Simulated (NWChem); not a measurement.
System: Si2NH5O; SMILES N1[SiH2]O[SiH2]1

NWChem input:

```
start job
memory heap 200 mb stack 900 mb global 1100 mb
geometry units angstroms noautosym nocenter noautoz
  N      0.000000     0.000000     1.203085
  Si     1.245334     0.000000    -0.040407
  O      0.000000     0.000000    -1.215764
  Si    -1.245334     0.000000    -0.040407
  H      0.000000     0.000000     2.221991
  H      2.118904     1.222145    -0.113798
  H      2.118904    -1.222145    -0.113798
  H     -2.118904    -1.222145    -0.113798
  H     -2.118904     1.222145    -0.113798
end
basis spherical
  * library def2-svp
end
dft
  xc b3lyp
  iterations 150
  mulliken
end
task dft energy
esp
  recalculate
  probe 0.07
  range 0.3
  factor 1.0
  spacing 0.02
end
task esp
```

Excerpt of the output:

```
             Northwest Computational Chemistry Package (NWChem) 7.3.0
             --------------------------------------------------------

                             Geometry "geometry" -> ""
                             -------------------------

 Output coordinates in angstroms (scale by  1.889725989 to convert to a.u.)

  No.       Tag          Charge          X              Y              Z
 ---- ---------------- ---------- -------------- -------------- --------------
    1 N                    7.0000     0.00000000     0.00000000     1.20308500
    2 Si                  14.0000     1.24533400     0.00000000    -0.04040700
    3 O                    8.0000     0.00000000     0.00000000    -1.21576400
    4 Si                  14.0000    -1.24533400     0.00000000    -0.04040700
    5 H                    1.0000     0.00000000     0.00000000     2.22199100
    6 H                    1.0000     2.11890400     1.22214500    -0.11379800
    7 H                    1.0000     2.11890400    -1.22214500    -0.11379800
    8 H                    1.0000    -2.11890400    -1.22214500    -0.11379800
    9 H                    1.0000    -2.11890400     1.22214500    -0.11379800

 Effective nuclear repulsion energy (a.u.)     233.8065874515

                                 NWChem DFT Module
                                 -----------------

 Summary of "ao basis" -> "ao basis" (spherical)
 ------------------------------------------------------------------------------
       Tag                 Description            Shells   Functions and Types
 ---------------- ------------------------------  ------  ---------------------
 N                          def2-svp                 6       14   3s2p1d
 Si                         def2-svp                 8       18   4s3p1d
 O                          def2-svp                 6       14   3s2p1d
 H                          def2-svp                 3        5   2s1p

            General Information
            -------------------
          SCF calculation type: DFT
          Wavefunction type:  closed shell.
          No. of atoms     :     9
          No. of electrons :    48
           Alpha electrons :    24
            Beta electrons :    24
          Charge           :     0
          Spin multiplicity:     1
          Use of symmetry is: off; symmetry adaption is: off
          Maximum number of iterations: 150
          AO basis - number of functions:    89
                     number of shells:    43
          Convergence on energy requested:  1.00D-06
          Convergence on density requested:  1.00D-05
          Convergence on gradient requested:  5.00D-04

              XC Information
              --------------
                         B3LYP Method XC Potential
                     Hartree-Fock (Exact) Exchange  0.200
                        Slater Exchange Functional  0.800 local
                    Becke 1988 Exchange Functional  0.720 non-local
              Lee-Yang-Parr Correlation Functional  0.810
                  VWN I RPA Correlation Functional  0.190 local

             Grid Information
             ----------------
          Grid used for XC integration:  medium
          Radial quadrature: Mura-Knowles
          Angular quadrature: Lebedev.
          Tag              B.-S. Rad. Rad. Pts. Rad. Cut. Ang. Pts.
          ---              ---------- --------- --------- ---------
          N                   0.65       49           8.0       434
          Si                  1.10       88          10.0       590
          O                   0.60       49          10.0       434
          H                   0.35       45          12.0       434
          Grid pruning is: on
          Number of quadrature shells:   499
          Spatial weights used:  Erf1

      Superposition of Atomic Density Guess
      -------------------------------------

 Sum of atomic energies:        -708.90881917

      Non-variational initial energy
      ------------------------------

 Total energy =    -710.536499
 1-e energy   =   -1445.538922
 2-e energy   =     501.195836
 HOMO         =      -0.319227
 LUMO         =       0.015828

     ---------------------------------------------
      Total Density - Mulliken Population Analysis
     ---------------------------------------------

    Atom       Charge   Shell Charges
 -----------   ------   -------------------------------------------------------
    1 N    7     7.94   1.99  1.03  0.51  2.61  1.78  0.00
    2 Si  14    12.98   2.00  1.99  0.93  0.21  5.93  0.94  0.71  0.26
    3 O    8     8.98   1.99  1.11  0.72  3.10  2.05  0.01
    4 Si  14    12.98   2.00  1.99  0.93  0.21  5.93  0.94  0.71  0.26
    5 H    1     0.73   0.57  0.12  0.04
    6 H    1     1.09   0.70  0.39  0.01
    7 H    1     1.09   0.70  0.39  0.01
    8 H    1     1.09   0.70  0.39  0.01
    9 H    1     1.09   0.70  0.39  0.01

   convergence    iter        energy       DeltaE   RMS-Dens  Diis-err
 ---------------- ----- ----------------- --------- --------- ---------
 d= 0,ls=0.0,diis     1   -711.7271395497 -9.46D+02  1.70D-02  7.52D-01
 d= 0,ls=0.0,diis     2   -711.6357022090  9.14D-02  1.01D-02  1.77D+00
 d= 0,ls=0.0,diis     3   -711.8150078945 -1.79D-01  1.80D-03  3.39D-02
 d= 0,ls=0.0,diis     4   -711.8166694631 -1.66D-03  8.89D-04  1.48D-02
 d= 0,ls=0.0,diis     5   -711.8182276070 -1.56D-03  2.10D-04  4.82D-04
  Resetting Diis
 d= 0,ls=0.0,diis     6   -711.8182830256 -5.54D-05  4.20D-05  1.05D-05
 d= 0,ls=0.0,diis     7   -711.8182845115 -1.49D-06  8.14D-06  1.98D-07
 d= 0,ls=0.0,diis     8   -711.8182845216 -1.01D-08  4.31D-06  1.67D-07

         Total DFT energy =     -711.818284521552
      One electron energy =    -1448.623599201091
           Coulomb energy =      562.339877289114
    Exchange-Corr. energy =      -59.341150061081
 Nuclear repulsion energy =      233.806587451506

 Numeric. integr. density =       48.000019127822

                       DFT Final Molecular Orbital Analysis
                       ------------------------------------

 Vector   22  Occ=2.000000D+00  E=-3.444655D-01
              MO Center=  1.5D-08, -5.0D-10, -8.3D-01, r^2= 1.8D+00
   Bfn.  Coefficient  Atom+Function         Bfn.  Coefficient  Atom+Function
  ----- ------------  ---------------      ----- ------------  ---------------
    38      0.546466  3 O  pz                41      0.387031  3 O  pz
     6     -0.214385  1 N  pz                65      0.170838  5 H  s
     3     -0.160283  1 N  s                 34     -0.138449  3 O  s
    35     -0.136906  3 O  s                  2     -0.110722  1 N  s
     9      0.103091  1 N  pz                24     -0.098006  2 Si pz

 Vector   23  Occ=2.000000D+00  E=-2.990052D-01
              MO Center= -2.6D-08, -1.3D-09, -6.8D-01, r^2= 2.9D+00
   Bfn.  Coefficient  Atom+Function         Bfn.  Coefficient  Atom+Function
  ----- ------------  ---------------      ----- ------------  ---------------
    37      0.511785  3 O  py                40      0.389758  3 O  py
    70     -0.144287  6 H  s                 75      0.144287  7 H  s
    80      0.144287  8 H  s                 85     -0.144287  9 H  s
     8     -0.138521  1 N  py                71     -0.137893  6 H  s
    76      0.137893  7 H  s                 81      0.137893  8 H  s

 Vector   24  Occ=2.000000D+00  E=-2.643593D-01
              MO Center=  3.9D-09,  3.1D-10,  8.1D-01, r^2= 2.7D+00
   Bfn.  Coefficient  Atom+Function         Bfn.  Coefficient  Atom+Function
  ----- ------------  ---------------      ----- ------------  ---------------
     5      0.507285  1 N  py                 8     -0.426347  1 N  py
    71      0.152414  6 H  s                 76     -0.152414  7 H  s
    81     -0.152414  8 H  s                 86      0.152414  9 H  s
    70      0.137208  6 H  s                 75     -0.137208  7 H  s
    80     -0.137208  8 H  s                 85      0.137208  9 H  s

[...]

                     NWChem Electrostatic Potential Fit Module
                     -----------------------------------------

 Atom parameters

 Number of atoms is                                    9
 Number of basis functions is                         89

 Grid parameters

 Maximum number of grid points is                  41683
 Number of grid points is                          41682
 Grid range                                     0.300000 nm
 Grid spacing                                   0.020000 nm
 Probe radius                                   0.070000 nm
 Atom radius factor                             1.000000

 Atomic radii

    1    0.100000
    7    0.140000
    8    0.136000
   14    0.187000
 FASTESP  F
  using M.O. file = ./job.movecs

    Atom              Coordinates                           Charge

                                                  ESP

    1 N     0.000000    0.000000    0.120309   -0.856785
    2 Si    0.124533    0.000000   -0.004041    0.895538
    3 O     0.000000    0.000000   -0.121576   -0.604204
    4 Si   -0.124533    0.000000   -0.004041    0.888327
    5 H     0.000000    0.000000    0.222199    0.342301
    6 H     0.211890    0.122215   -0.011380   -0.167665
    7 H     0.211890   -0.122215   -0.011380   -0.167414
    8 H    -0.211890   -0.122215   -0.011380   -0.164391
    9 H    -0.211890    0.122215   -0.011380   -0.165705
                                            ------------
                                                0.000000

 Dipole moment                                  0.884383

 Quadrupole moment Qxx                          4.294540
                   Qyy                         -3.993049
                   Qzz                         -0.301491

 RMS deviation kJ/mol                           0.061424

 RRMS %                                        33.730840
```

Level: B3LYP/def2-SVP. Structure relaxed at the PBE-D3(BJ)/def2-SVP level.
